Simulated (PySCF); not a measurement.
## Correlation energy of He (helium, neutral)

1s2, closed-shell 1S. Calculation: PySCF 2.14, in aug-cc-pVDZ-DK; scalar relativity by spin-free X2C-1e. Frozen: nothing; 2 electrons correlated.

Total MP2 correlation energy: -26.97 mhartree.

Same-spin part 0.00 and opposite-spin part -26.97 mhartree; SCS-MP2 scales them by 1/3 and 6/5 to -32.36 mhartree.

With two correlated electrons CCSD is exact within the correlated space (frozen core and kept virtual orbitals).

| level | correlation energy (mhartree) |
| --- | --- |
| CCSD | -33.85 |

Diagnostics: T1 = 0.0029, D1 = 0.0041, largest double amplitude 0.051.

Cost of the coupled-cluster step: 0.05 s of wall time on 1 thread of Neoverse-N1 (shared host), for 2 correlated electrons.
